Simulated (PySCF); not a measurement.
Write Cartesian coordinates for `CC(C)C1=NN(C)C[C@H]1[SiH3]` as optimised with PBE0-D3(BJ)/def2-SVP.

```xyz
26
C7H16N2Si angstrom
C      2.1705    0.9620   -0.4190
C      1.4524   -0.2881    0.0692
C      1.7117   -0.5436    1.5557
C     -0.0175   -0.2340   -0.2224
N     -0.5770    0.7582   -0.8140
N     -1.9018    0.4848   -1.0270
C     -2.7503    1.6385   -1.1137
C     -2.3085   -0.5868   -0.1292
C     -0.9974   -1.3631    0.0228
Si    -0.7844   -2.7279   -1.2923
H      2.0112    1.1172   -1.4948
H      1.7851    1.8546    0.0963
H      3.2516    0.8868   -0.2265
H      1.8577   -1.1586   -0.4845
H      1.3349    0.2946    2.1634
H      1.2235   -1.4645    1.9092
H      2.7903   -0.6459    1.7488
H     -3.7325    1.3452   -1.5132
H     -2.9062    2.1323   -0.1307
H     -2.2966    2.3655   -1.8000
H     -3.1500   -1.1613   -0.5469
H     -2.6314   -0.1720    0.8534
H     -0.8908   -1.8290    1.0144
H     -1.8737   -3.7425   -1.1386
H     -0.8458   -2.1428   -2.6635
H      0.5331   -3.4115   -1.1104
```

Any rigid rotation of these coordinates is as good. Atoms count from 1 in this order. Of the pairs four or more bonds apart, Si10···H14 is among the closest relative to their van der Waals radii: 3.18 Å, 96 % of the sum of Bondi's values. The C–C distances run from 1.500 Å (C2–C4, drawn single) to 1.531 Å (C8–C9, drawn single), a spread of 0.031 Å. The 3 C–N bonds span 1.284 Å (C4=N5, drawn double) to 1.456 Å (N6–C8, drawn single), a spread of 0.172 Å. N5 (C=N nitrogen) is bent (angle 109.8°).

Bonds between heavy atoms (Å): C1–C2 1.522, C2–C3 1.530, C2–C4 1.500, C4=N5 1.284, N5–N6 1.369, N6–C7 1.435, N6–C8 1.456, C8–C9 1.531, C9–Si10 1.907, C4–C9 1.515.

Computed, not measured: PBE0-D3(BJ)/def2-SVP geometry optimisation, gas phase in PySCF.

Point group: C1 (no symmetry element, even within 0.4 Å). No PBE0-D3(BJ)/def2-SVP frequencies stand behind this structure, so it isn't proved a minimum. The numbers are those of one conformer (C1–C2–C4–N5 0°, C4–N5–N6–C7 154°, N5–N6–C8–C9 -30°, N6–C8–C9–Si10 -90°, C2–C4–C9–C8 166°).
